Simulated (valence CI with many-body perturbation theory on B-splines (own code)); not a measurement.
Values are calculated unless marked as measured or tabulated.
**Ladder of approximations for In¹⁶⁺**

Level of theory: relativistic CI+MBPT: five valence electrons over a frozen Dirac-Fock core [Ar] 3d10, radial functions for each j: 9 s, 9 p, 8 d, 6 f, 3 g, 1 h, with the one-electron correlation potential Σ1, the two-electron term Σ2, the three-electron term Σ3, Breit, model QED; selected CI, second order for the rest (own B-spline code, finite nucleus).

No measured levels were compared; by estimate levels hold to about 250 cm⁻¹ or 0.2 % of their energy and the worst to 1 %, as in measured heavy ions of charge 2 to 7; those with d or f electrons hold less well. Among the levels kept, up to 310 cm⁻¹ of a level comes from second order outside the variational space, and about a tenth of that is noise between levels of different J, which matters for small intervals.

Each rung adds one term. CI alone is the Dirac-Coulomb CI over the frozen core; QED comes last and gives the full result, which names the levels. Energies are above 4s²4p³ ⁴S°_3/2 on the same rung, in cm⁻¹.

Names give the largest LS component (configuration and term), which can be under half, so a name can repeat, a term be missing and a line seem to break the LS rules; names also repeat where a configuration has a term twice. Letters in brackets count levels of one name in rising energy.

| Level | CI alone | + Σ1 | + Σ2 | + Σ3 | + Breit | Full |
| --- | --- | --- | --- | --- | --- | --- |
| 4s²4p³ ²D°_3/2 | 57936 | 58469 | 58700 | 58711 | 57915 | 58021 |
| 4s²4p³ ²D°_5/2 | 77302 | 77917 | 77933 | 77898 | 76942 | 77061 |
| 4s²4p³ ²P°_1/2 | 105561 | 106211 | 105714 | 105549 | 104678 | 104785 |
| 4s²4p³ ²P°_3/2 | 160485 | 161773 | 161912 | 161823 | 159939 | 160178 |
| 4s4p⁴ ⁴P_5/2 | 372826 | 373702 | 375376 | 375606 | 375477 | 374202 |
| 4s4p⁴ ⁴P_3/2 | 413168 | 414342 | 415820 | 416040 | 415513 | 414318 |
| 4s4p⁴ ⁴P_1/2 | 418979 | 420134 | 421308 | 421466 | 421040 | 419821 |
| 4s4p⁴ ²D_3/2 | 464512 | 465795 | 466042 | 466193 | 465425 | 464320 |
| 4s4p⁴ ²D_5/2 | 482913 | 484404 | 484937 | 485081 | 483942 | 482854 |
| 4s4p⁴ ²S_1/2 [a] | 524049 | 525499 | 523403 | 523395 | 522467 | 521395 |
| 4s4p⁴ ²P_3/2 | 532574 | 533877 | 532072 | 532194 | 531065 | 530204 |
| 4s²4p²4d ⁴F_3/2 | 555142 | 555728 | 554837 | 555007 | 554121 | 553882 |
| 4s²4p²4d ⁴F_5/2 | 573411 | 574103 | 573708 | 573919 | 572575 | 572470 |
| 4s4p⁴ ²S_1/2 [b] | 593459 | 595133 | 594679 | 594805 | 592887 | 592285 |
| 4s²4p²4d ²F_5/2 | 600460 | 601432 | 601866 | 602124 | 600355 | 600318 |
| 4s²4p²4d ⁴F_7/2 | 609457 | 610588 | 611029 | 611313 | 609208 | 609209 |
| 4s²4p²4d ⁴D_3/2 | 614821 | 615922 | 614894 | 615083 | 613352 | 613228 |
| 4s²4p²4d ⁴D_1/2 | 616193 | 617626 | 616184 | 616331 | 614504 | 614202 |
| 4s²4p²4d ²F_7/2 [a] | 615792 | 616889 | 617149 | 617392 | 615369 | 615356 |
| 4s²4p²4d ⁴F_9/2 | 630083 | 631348 | 631620 | 631848 | 629468 | 629497 |
| 4s²4p²4d ⁴D_5/2 | 637902 | 639206 | 638779 | 638998 | 636712 | 636716 |
| 4s²4p²4d ²P_3/2 [a] | 655259 | 656539 | 652063 | 652086 | 650246 | 650015 |
| 4s²4p²4d ²G_7/2 | 668214 | 669596 | 669199 | 669298 | 666915 | 666949 |
| 4s²4p²4d ⁴P_5/2 | 682530 | 683763 | 677829 | 677800 | 675837 | 675750 |
| 4s²4p²4d ⁴P_3/2 | 687442 | 688682 | 683535 | 683481 | 681580 | 681505 |
| 4s²4p²4d ⁴P_1/2 | 689164 | 690419 | 685017 | 684960 | 683137 | 683039 |
| 4s²4p²4d ²F_7/2 [b] | 693428 | 695243 | 695677 | 695909 | 692751 | 692878 |
| 4s²4p²4d ²D_3/2 [a] | 702119 | 703443 | 700980 | 700810 | 698707 | 698695 |
| 4s²4p²4d ²G_9/2 | 704890 | 706702 | 706929 | 707067 | 703936 | 704064 |
| 4s²4p²4d ²P_1/2 [a] | 716929 | 718634 | 712814 | 712734 | 710398 | 710231 |
| 4s²4p²4d ²D_5/2 [a] | 723225 | 724534 | 718340 | 718121 | 716111 | 716063 |

Task: How does the ionisation energy move along the ladder, and which term matters most?

Result: CI alone 425.74, + Σ1 426.88, + Σ2 426.84, + Σ3 426.68, + Breit 426.51, + QED 426.51 eV. The largest step is Σ1, 1.14 eV. NIST lists 425 ± 3 eV (theoretical).
